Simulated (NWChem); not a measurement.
The numbers come from NWChem runs, not from measurements. System: C$_{2}$H$_{7}$NOSi, charge 0, spin multiplicity 1, at a geometry optimised with B3LYP/def2-SVP. The structure started from a generated list of species. Level: RHF/def2-SVP.

Output (cleaned and shortened):

```
             Northwest Computational Chemistry Package (NWChem) 7.3.0
             --------------------------------------------------------

                                NWChem Input Module
                                -------------------

 Scaling coordinates for geometry "geometry" by  1.889725989
 (inverse scale =  0.529177249)

 Turning off AUTOSYM since
 SYMMETRY directive was detected!

                             Geometry "geometry" -> ""
                             -------------------------

 Output coordinates in angstroms (scale by  1.889725989 to convert to a.u.)

  No.       Tag          Charge          X              Y              Z
 ---- ---------------- ---------- -------------- -------------- --------------
    1 C                    6.0000    -1.34555100     2.22615100     0.00000000
    2 N                    7.0000    -0.71269200     0.92989300     0.00000000
    3 C                    6.0000     0.54750200     0.84325000     0.00000000
    4 O                    8.0000     1.17712300    -0.34096400     0.00000000
    5 Si                  14.0000     0.25570800    -1.78526400     0.00000000
    6 H                    1.0000    -1.99822700     2.32598900    -0.88392800
    7 H                    1.0000    -1.99822700     2.32598900     0.88392800
    8 H                    1.0000    -0.63282500     3.07569500     0.00000000
    9 H                    1.0000     1.25190700     1.69639900     0.00000000
   10 H                    1.0000    -0.57293600    -1.89448700     1.22843800
   11 H                    1.0000     1.30348600    -2.83934100     0.00000000
   12 H                    1.0000    -0.57293600    -1.89448700    -1.22843800

 Effective nuclear repulsion energy (a.u.)     225.9851671215

            Nuclear Dipole moment (a.u.)
            ----------------------------
        X                 Y               Z
 ---------------- ---------------- ----------------
    -0.0000000000     0.0000113384     0.0000000000

      Symmetry information
      --------------------

 Group name             Cs
 Group number              2
 Group order               2
 No. of unique centers    10

      Symmetry unique atoms

     1    2    3    4    5    6    8    9   10   11


 Summary of "ao basis" -> "" (spherical)
 ------------------------------------------------------------------------------
       Tag                 Description            Shells   Functions and Types
 ---------------- ------------------------------  ------  ---------------------
 *                          def2-svp                  on all atoms

 Summary of "ao basis" -> "ao basis" (spherical)
 ------------------------------------------------------------------------------
       Tag                 Description            Shells   Functions and Types
 ---------------- ------------------------------  ------  ---------------------
 C                          def2-svp                 6       14   3s2p1d
 N                          def2-svp                 6       14   3s2p1d
 O                          def2-svp                 6       14   3s2p1d
 Si                         def2-svp                 8       18   4s3p1d
 H                          def2-svp                 3        5   2s1p

                                 NWChem SCF Module
                                 -----------------

  ao basis        = "ao basis"
  functions       =   109
  atoms           =    12
  closed shells   =    24
  open shells     =     0
  charge          =   0.00
  wavefunction    = RHF
  use symmetry    = T
  symmetry adapt  = T

 Summary of "ao basis" -> "ao basis" (spherical)
 ------------------------------------------------------------------------------
       Tag                 Description            Shells   Functions and Types
 ---------------- ------------------------------  ------  ---------------------
 C                          def2-svp                 6       14   3s2p1d
 N                          def2-svp                 6       14   3s2p1d
 O                          def2-svp                 6       14   3s2p1d
 Si                         def2-svp                 8       18   4s3p1d
 H                          def2-svp                 3        5   2s1p
[...]
                 1     -497.7374498020  1.09D+00  1.93D-01      1.6
                 2     -497.8101410951  3.72D-01  5.80D-02      1.9
                 3     -497.8225914619  2.76D-02  6.50D-03      2.2
                 4     -497.8227154892  7.04D-04  1.02D-04      2.7
                 5     -497.8227155505  2.59D-07  4.71D-08      3.5
                 6     -497.8227155505  3.43D-09  1.61D-09      3.9

       Final RHF  results
       ------------------

         Total SCF energy =   -497.822715550512
      One-electron energy =  -1133.708893544333
      Two-electron energy =    409.901010872287
 Nuclear repulsion energy =    225.985167121534

        Time for solution =      2.4s

       Symmetry analysis of molecular orbitals - final
       -----------------------------------------------

  Numbering of irreducible representations:

     1 a'          2 a"

  Orbital symmetries:

     1 a'          2 a'          3 a'          4 a'          5 a'
     6 a'          7 a'          8 a'          9 a"         10 a'
    11 a'         12 a'         13 a'         14 a'         15 a'
    16 a'         17 a"         18 a"         19 a'         20 a'
    21 a"         22 a'         23 a'         24 a"         25 a'
    26 a"         27 a'         28 a'         29 a'         30 a"
    31 a'         32 a"         33 a'         34 a'

             Final eigenvalues
             -----------------

              1
    1  -68.7887
    2  -20.5750
    3  -15.5518
    4  -11.3485
    5  -11.2648
    6   -6.1540
    7   -4.2654
    8   -4.2642
    9   -4.2641
   10   -1.3889
   11   -1.2066
   12   -0.9437
   13   -0.8365
   14   -0.7088
   15   -0.6903
   16   -0.6463
   17   -0.6223
   18   -0.5751
   19   -0.5591
   20   -0.5351
   21   -0.4761
   22   -0.4752
   23   -0.4194
   24   -0.3936
   25    0.1628
   26    0.1722
   27    0.1893
   28    0.2187
   29    0.2246
   30    0.2303
   31    0.2487
   32    0.2680
   33    0.2735
   34    0.3377

                       ROHF Final Molecular Orbital Analysis
                       -------------------------------------

 Vector   22  Occ=2.000000D+00  E=-4.751623D-01  Symmetry=a'
              MO Center=  5.6D-01, -2.0D+00, -2.0D-13, r^2= 2.8D+00
   Bfn.  Coefficient  Atom+Function         Bfn.  Coefficient  Atom+Function
  ----- ------------  ---------------      ----- ------------  ---------------
   100      0.355114  11 H  s                64      0.246805   5 Si px
   101      0.239428  11 H  s                46     -0.189920   4 O  px
    95     -0.179250  10 H  s               105     -0.179250  12 H  s
    49     -0.157807   4 O  px

 Vector   23  Occ=2.000000D+00  E=-4.193578D-01  Symmetry=a'
              MO Center= -6.1D-01,  9.5D-01, -7.6D-15, r^2= 2.4D+00
   Bfn.  Coefficient  Atom+Function         Bfn.  Coefficient  Atom+Function
  ----- ------------  ---------------      ----- ------------  ---------------
    19      0.400054   2 N  py               22     -0.342213   2 N  py
    18      0.270101   2 N  px               17      0.244593   2 N  s
    85      0.194922   8 H  s                21     -0.191663   2 N  px
     5      0.180211   1 C  py               90      0.160430   9 H  s
    32      0.155754   3 C  px               16      0.153621   2 N  s

 Vector   24  Occ=2.000000D+00  E=-3.936067D-01  Symmetry=a"
              MO Center= -2.6D-01,  8.2D-01,  1.0D-14, r^2= 2.6D+00
   Bfn.  Coefficient  Atom+Function         Bfn.  Coefficient  Atom+Function
  ----- ------------  ---------------      ----- ------------  ---------------
    20      0.394734   2 N  pz               23     -0.337018   2 N  pz
    48      0.299607   4 O  pz               51      0.282191   4 O  pz
    34     -0.264034   3 C  pz               37     -0.187434   3 C  pz
    75     -0.159083   6 H  s                80      0.159083   7 H  s
     6      0.153393   1 C  pz

 Vector   25  Occ=0.000000D+00  E= 1.628358D-01  Symmetry=a'
              MO Center=  1.7D-01, -1.8D+00,  2.1D-14, r^2= 5.0D+00
   Bfn.  Coefficient  Atom+Function         Bfn.  Coefficient  Atom+Function
  ----- ------------  ---------------      ----- ------------  ---------------
    68      1.124898   5 Si py               67      0.729337   5 Si px
    45     -0.616800   4 O  s                96      0.473350  10 H  s
   106      0.473350  12 H  s                 3      0.444755   1 C  s
    60     -0.403067   5 Si s                91     -0.391457   9 H  s
    86     -0.378969   8 H  s               101      0.319883  11 H  s

 Vector   26  Occ=0.000000D+00  E= 1.721652D-01  Symmetry=a"
              MO Center=  1.0D-01,  5.1D-01, -3.3D-16, r^2= 3.9D+00
   Bfn.  Coefficient  Atom+Function         Bfn.  Coefficient  Atom+Function
  ----- ------------  ---------------      ----- ------------  ---------------
    69     -0.698451   5 Si pz               37      0.691092   3 C  pz
    23     -0.521784   2 N  pz               96      0.488288  10 H  s
   106     -0.488288  12 H  s                34      0.397065   3 C  pz
    76     -0.325092   6 H  s                81      0.325092   7 H  s
    20      0.321945   2 N  pz                9     -0.164103   1 C  pz

 Vector   27  Occ=0.000000D+00  E= 1.893481D-01  Symmetry=a'
              MO Center= -9.3D-01,  2.4D+00, -1.5D-15, r^2= 6.8D+00
   Bfn.  Coefficient  Atom+Function         Bfn.  Coefficient  Atom+Function
  ----- ------------  ---------------      ----- ------------  ---------------
     3      2.626260   1 C  s                86     -1.218195   8 H  s
    76     -1.133507   6 H  s                81     -1.133507   7 H  s
    91     -0.834851   9 H  s                35      0.491588   3 C  px
     8      0.403218   1 C  py               31      0.338760   3 C  s
    36      0.315707   3 C  py               60      0.299466   5 Si s

 center of mass
 --------------
 x =   0.06750832 y =  -0.05790592 z =   0.00000000

 moments of inertia (a.u.)
 ------------------
         765.524054985144         248.226703758804           0.000000000000
         248.226703758804         261.888995705174           0.000000000000
           0.000000000000           0.000000000000         994.440543700743

  Mulliken analysis of the total density
  --------------------------------------

    Atom       Charge   Shell Charges
 -----------   ------   -------------------------------------------------------
    1 C    6     5.86   1.99  0.86  0.17  2.00  0.79  0.05
    2 N    7     7.49   1.99  0.99  0.63  2.34  1.50  0.03
    3 C    6     5.58   1.99  0.89  0.15  1.89  0.55  0.11
    4 O    8     8.65   1.99  1.05  0.75  2.87  1.98  0.01
    5 Si  14    13.10   2.00  1.99  0.92  0.12  5.94  1.15  0.71  0.28
    6 H    1     0.96   0.76  0.18  0.02
    7 H    1     0.96   0.76  0.18  0.02
    8 H    1     0.99   0.76  0.20  0.02
    9 H    1     0.95   0.76  0.17  0.02
   10 H    1     1.15   0.75  0.39  0.01
   11 H    1     1.16   0.75  0.40  0.01
   12 H    1     1.15   0.75  0.39  0.01

       Multipole analysis of the density wrt the origin
       ------------------------------------------------

     L   x y z        total         open         nuclear
     -   - - -        -----         ----         -------
     0   0 0 0     -0.000000      0.000000     48.000000

     1   1 0 0     -0.028544      0.000000     -0.000000
     1   0 1 0      0.527449      0.000000      0.000011
     1   0 0 1      0.000000      0.000000      0.000000

     2   2 0 0    -30.684280      0.000000    144.723143
     2   1 1 0      0.605686      0.000000   -143.170739
     2   1 0 1     -0.000000      0.000000      0.000000
     2   0 2 0    -24.968022      0.000000    442.820386
     2   0 1 1      0.000000      0.000000      0.000000
     2   0 0 2    -29.501551      0.000000     16.358250

 Task  times  cpu:        3.9s     wall:        3.9s

 Total times  cpu:        4.0s     wall:        4.0s
```

**Question.** Write an NWChem input that would produce this output.

**Answer.** Several could match; the one computed here: 
```
start mol
memory heap 200 mb stack 800 mb global 1000 mb
geometry units angstroms nocenter noautoz
  C     -1.345551     2.226151     0.000000
  N     -0.712692     0.929893     0.000000
  C      0.547502     0.843250     0.000000
  O      1.177123    -0.340964     0.000000
  Si     0.255708    -1.785264     0.000000
  H     -1.998227     2.325989    -0.883928
  H     -1.998227     2.325989     0.883928
  H     -0.632825     3.075695     0.000000
  H      1.251907     1.696399     0.000000
  H     -0.572936    -1.894487     1.228438
  H      1.303486    -2.839341     0.000000
  H     -0.572936    -1.894487    -1.228438
  symmetry group Cs
end
basis spherical
  * library def2-svp
end
scf
  rhf
  nopen 0
  maxiter 100
  thresh 1e-7
  semidirect memsize 60000000 filesize 0
end
task scf energy
```
